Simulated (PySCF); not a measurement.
Species: C5H14Si2.
SMILES with atom numbers: `[CH3:1][CH:2]([CH3:3])[SiH:4]1[CH2:5][SiH2:6][CH2:7]1` (hydrogens: H8, H9, H10 on C1; H11 on C2; H12, H13, H14 on C3; H15 on Si4; H16, H17 on C5; H18, H19 on Si6; H20, H21 on C7)

Method: PySCF 2.14.0, PBE0-D3(BJ)/def2-SVP geometry optimisation, gas phase.

Task: What internal coordinates does the optimisation give?

Result: 
```json
{"bond": "C1–C2, C2–C3", "length (pm)": "152.8", "order": "single"}
{"bond": "C2–Si4", "length (pm)": "189.4", "order": "single"}
{"bond": "Si4–C5, Si4–C7", "length (pm)": "190.8", "order": "single"}
{"bond": "C5–Si6, Si6–C7", "length (pm)": "190.3", "order": "single"}
{"bond": "C1–H8 and 5 like bonds", "length (pm)": "110.2", "order": "single"}
{"bond": "C2–H11", "length (pm)": "110.7", "order": "single"}
{"bond": "Si4–H15", "length (pm)": "150.0", "order": "single"}
{"bond": "C5–H16, C7–H21", "length (pm)": "110.0", "order": "single"}
{"bond": "C5–H17, C7–H20", "length (pm)": "110.2", "order": "single"}
{"bond": "Si6–H18", "length (pm)": "149.7", "order": "single"}
{"bond": "Si6–H19", "length (pm)": "149.7", "order": "single"}
```

Bonds in one row agree within 1 pm and their mean is given. Orders are formal, as drawn. A selection of angles:
```json
{"angle": "C2–C1–H8", "degrees": "112.1"}
{"angle": "H8–C1–H9", "degrees": "107.4"}
{"angle": "C1–C2–C3", "degrees": "111.8"}
{"angle": "C1–C2–Si4", "degrees": "111.0"}
{"angle": "C1–C2–H11", "degrees": "108.5"}
{"angle": "C3–C2–H11", "degrees": "108.4"}
{"angle": "Si4–C2–H11", "degrees": "105.0"}
{"angle": "C2–Si4–C5", "degrees": "113.5"}
{"angle": "C2–Si4–H15", "degrees": "109.6"}
{"angle": "C5–Si4–C7", "degrees": "91.5"}
{"angle": "C5–Si4–H15", "degrees": "114.4"}
{"angle": "Si4–C5–Si6", "degrees": "87.6"}
{"angle": "Si4–C5–H16", "degrees": "117.3"}
{"angle": "Si4–C5–H17", "degrees": "112.9"}
{"angle": "Si6–C5–H16", "degrees": "117.6"}
{"angle": "Si6–C5–H17", "degrees": "112.4"}
{"angle": "H16–C5–H17", "degrees": "108.1"}
{"angle": "C5–Si6–C7", "degrees": "91.8"}
{"angle": "C5–Si6–H18", "degrees": "115.0"}
{"angle": "C5–Si6–H19", "degrees": "112.8"}
{"angle": "H18–Si6–H19", "degrees": "108.6"}
{"angle": "Si6–C7–H20", "degrees": "112.9"}
```

Torsions: C1–C2–Si4–C5 -175° (antiperiplanar); C2–Si4–C5–Si6 106° (anticlinal); Si4–C5–Si6–C7 9° (synperiplanar); C5–Si6–C7–Si4 -9° (synperiplanar); C2–Si4–C7–Si6 -107° (anticlinal). The mirror-image conformer, all signs reversed, is as good.

Si6 (SiH2 silicon) has angles from 91.8° to 115.1°. The 4-membered ring Si4–C5–Si6–C7 has internal angles of 87.6° to 91.8°; it is puckered, 0.08 Å rms from its mean plane, widest ring torsion 9°. Of the pairs four or more bonds apart, C3···Si6 is among the closest relative to their van der Waals radii: 3.79 Å, 100 % of the sum of Bondi's values. Si4 (SiH silicon) has angles from 91.5° to 114.4°.

Point group: C1 (no symmetry element, even within 0.4 Å). Not checked by PBE0-D3(BJ)/def2-SVP frequencies. One conformer, not necessarily the lowest.
